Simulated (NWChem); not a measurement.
AgPH₄O; SMILES [OH][Ag]<-[PH3]

```xyz
7

Ag    -0.0730     0.3356    -0.1153
O     -0.1738     2.3179    -0.2119
H      0.5734     2.6806     0.3025
P     -0.0674    -1.9653    -0.0239
H     -1.2390    -2.6726     0.3950
H      0.8608    -2.5947     0.8623
H      0.2190    -2.7520    -1.1852
```
Atoms are numbered in this order, from 1.

Level: PBE-D3(BJ)/def2-SVP with def2 effective core potentials on Ag (NWChem), optimised geometry, unscaled harmonic frequencies. def2 effective core potentials on Ag; no spin-orbit coupling.

Task: List the harmonic frequencies with IR intensities, and the thermochemistry.

Result: 
| frequency (cm⁻¹) | IR intensity (km/mol) |
|---|---|
| 59 | 53.7 |
| 109 | 1.2 |
| 112 | 5.3 |
| 290 | 10.1 |
| 415 | 5.3 |
| 427 | 0.6 |
| 559 | 43.9 |
| 740 | 85.0 |
| 972 | 106.6 |
| 1073 | 6.2 |
| 1080 | 9.4 |
| 2368 | 67.3 |
| 2378 | 9.7 |
| 2397 | 8.3 |
| 3696 | 24.4 |

```
Item                                                                               Result
-----------------------------------------------------------------------  ----------------
zero-point energy                                                           23.8 kcal/mol
thermal correction to the enthalpy at 298.15 K (with zero-point energy)     28.5 kcal/mol
heat capacity Cv                                                         19.2 cal/(mol K)
entropy at 298.15 K and 1 atm (symmetry number 1)                        80.6 cal/(mol K)
```

Rigid rotor and harmonic oscillator; modes under 100 cm⁻¹ make the entropy uncertain.
